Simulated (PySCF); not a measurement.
Si(Vi)(OH)(OMe)(OEt), C5H12O3Si, SMILES C=C[Si](O)(OC)OCC (GFN2-xTB optimised geometry):

```
21

C     -1.116    -1.224     2.649
C     -1.660    -1.198     1.443
Si    -0.953    -0.215     0.000
O     -1.311     1.374     0.000
O      0.687    -0.215     0.000
C      1.528    -1.333     0.021
O     -1.651    -0.921    -1.278
C     -1.743    -0.452    -2.602
C     -2.629    -1.389    -3.408
H     -0.220    -0.668     2.877
H     -1.532    -1.795     3.465
H     -2.558    -1.776     1.273
H     -0.790     1.967     0.534
H      1.356    -1.928     0.921
H      1.356    -1.967    -0.852
H      2.558    -0.974     0.012
H     -2.160     0.560    -2.593
H     -0.739    -0.402    -3.041
H     -3.620    -1.431    -2.966
H     -2.708    -1.035    -4.433
H     -2.208    -2.391    -3.408
```

Calculation: PySCF with PBE0/def2-SVP.

Task: What are the frontier orbital energies and the dipole moment?

Result: HOMO-2 -8.02 eV, HOMO-1 -7.96 eV, HOMO -7.82 eV, LUMO -0.10 eV, LUMO+1 1.61 eV; dipole moment 1.18 D.

Meta-Löwdin charges at PBE0/def2-SVP: C1 -0.20, C2 -0.36, Si3 1.38, O4 -0.72, O5 -0.61, C6 -0.07, O7 -0.62, C8 0.05, C9 -0.30, H10 0.10, H11 0.10, H12 0.12, H13 0.34, H14 0.09, H15 0.09, H16 0.11, H17 0.09, H18 0.09, H19 0.10, H20 0.10, H21 0.10.
